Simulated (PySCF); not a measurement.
Gas-phase reaction: 2 H₂Se + 2 SiH = 2 SiSe + 3 H₂

Method: PySCF energies (xtb for GFN2) plus ideal-gas RRHO corrections (1 bar). † marks an energy on the PBE0/def2-TZVP geometry and frequencies; other levels use their own. CCSD(T) freezes the core. 6-31G* has spherical d functions here. Open shells (unrestricted): SiH (multiplicity 2, electronic degeneracy 4); the rest are closed-shell singlets. GFN2 has no spin-polarisation term. Spin-orbit splitting is ignored; it lowers the true energy and changes the entropy of SiH. B3LYP is the form with VWN-RPA correlation. Se: all electrons, no relativistic terms. CCSD(T) isn't extrapolated to the basis-set limit; its ΔH°(298 K) is -443.0 kJ in def2-SVP and -459.5 kJ in def2-TZVPP. The harmonic model lacks anharmonicity and excited electronic states, which grow with temperature; levels with a mode under 35 cm⁻¹ are left out.

ΔH° and ΔS° at 298 K: B3LYP/6-31G* -466 kJ, 27 J/K; CCSD(T)/def2-SVP† -443 kJ, 27 J/K; GFN2-xTB -488 kJ, 32 J/K; M06-2X/def2-TZVP† -494 kJ, 27 J/K; PBE/def2-SVP -456 kJ, 28 J/K; PBE/def2-TZVP† -477 kJ, 27 J/K.

**Question.** With the heat capacities included, give log10 K (1 bar) at 500, 1000, 1600, 1800, 2500 K from B3LYP/6-31G*, CCSD(T)/def2-SVP†, GFN2-xTB, M06-2X/def2-TZVP†, PBE/def2-SVP, PBE/def2-TZVP†.

**Answer.** 
```csv
T (K),B3LYP/6-31G*,CCSD(T)/def2-SVP†,GFN2-xTB,M06-2X/def2-TZVP†,PBE/def2-SVP,PBE/def2-TZVP†
500,50.3,47.8,52.8,53.2,49.3,51.4
1000,26.4,25.1,27.7,27.8,25.9,26.9
1600,17.5,16.7,18.3,18.3,17.2,17.8
1800,15.8,15.1,16.5,16.6,15.5,16.1
2500,12.1,11.6,12.6,12.6,11.9,12.3
```
